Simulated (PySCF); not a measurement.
**Spinor energies of Co⁺ (cobalt, charge +1)**

Start: [Ar] 3d8; 3d3/2 filled at m_j = -3/2, -1/2, +1/2, +3/2; 3d5/2 filled at m_j = -1/2, +1/2, +3/2, +5/2. Calculated with PySCF 2.14 in x2c-SVPall-2c with one added diffuse shell each of s, d type (6s5p4d1f, 48 functions): generalised Hartree-Fock with the X2C-1e Hamiltonian and a Gaussian nucleus; one run each with spin-orbit coupling (SO) switched off, then screened by Boettger's factors.

```csv
spinor shell,electrons,"ε, spin-free (eV)","ε, screened SO (eV)",weight of nominal j (screened SO),"rms radius, screened SO (bohr)"
1s1/2,2,-7776.2,-7776.1,1.000,0.0649
2s1/2,2,-966.09,-966.06,1.000,0.276
2p1/2,2,-824.23,-834.75,0.999,0.247
2p3/2,4,-824.23,-819.02,0.999,0.250
3s1/2,2,-127.95,-127.93,1.000,0.836
3p1/2,2,-85.121,-88.547,0.778,0.892
3d3/2,4,-19.833,-19.757,0.689,1.28
3d5/2,4,-19.833,-19.908,0.735,1.27
```

Where does 3p3/2 lie, and what is the 3p spin-orbit splitting (screened SO)?

At -83.401 eV, 5.146 eV above 3p1/2.

```tsv
quantity	spin-free	screened SO
E (hartree)	-1391.35193	-1391.37341
M_J	4	4
⟨J²⟩	20.014	20.014
⟨L²⟩	12.007	12.012
⟨S²⟩	2.007	2.006
```

Each row is a mean over spinors that exchange with the open shell spreads, by up to 9.707 eV (3p3/2).

Rows whose weight is well below 1 are mixtures of j = l ± 1/2: exchange outweighs spin-orbit coupling there, and the label is only the starting occupation.

Without spin-orbit coupling the j labels of p, d and f shells carry no meaning; the spin-free column gives the mean over the occupied spinors of each nl shell.
